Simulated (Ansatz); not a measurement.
cis-Hf(H2O)2Br4 (HfBr4O2H4). Charge 0, multiplicity 1. Geometry B3LYP-D4/def2-SVP.

```xyz
11

Br   -2.501   -1.463   -1.211
Br   -1.132    2.086   -2.057
Br    1.309   -0.962   -1.919
Br   -1.583    1.010    1.672
Hf   -0.632    0.109   -0.569
O     1.210    1.256    0.285
O     0.150   -1.489    0.939
H     1.056    2.037    0.839
H     1.971    1.413   -0.296
H     0.532   -2.310    0.590
H    -0.381   -1.686    1.727
```

In the def2 sets Hf takes a core potential; there is no spin–orbit coupling. No other spin state of charge 0 was run.

Estimate the orbital energies around the gap (eV) in Ansatz with LDA (SPW92)/def2-TZVP, PBE-D4/def2-TZVP, r2SCAN-D4/def2-TZVP, PBE0-D4/def2-TZVP, BHLYP-D4/def2-TZVP.


```csv
orbital,LDA (SPW92)/def2-TZVP,PBE-D4/def2-TZVP,r2SCAN-D4/def2-TZVP,PBE0-D4/def2-TZVP,BHLYP-D4/def2-TZVP
HOMO−5,-7.73,-7.54,-7.90,-8.86,-9.99
HOMO−4,-7.41,-7.22,-7.57,-8.49,-9.60
HOMO−3,-7.29,-7.11,-7.45,-8.38,-9.48
HOMO−2,-6.97,-6.79,-7.14,-8.03,-9.09
HOMO−1,-6.93,-6.75,-7.10,-7.98,-9.04
HOMO,-6.90,-6.73,-7.07,-7.95,-9.00
LUMO,-2.95,-2.71,-2.59,-1.96,-1.02
LUMO+1,-2.75,-2.51,-2.41,-1.78,-0.86
LUMO+2,-2.75,-2.50,-2.39,-1.73,-0.78
LUMO+3,-1.61,-1.40,-0.90,-0.58,0.08
LUMO+4,-1.29,-1.12,-0.66,-0.27,0.44
LUMO+5,-0.67,-0.46,-0.20,0.31,1.17
```
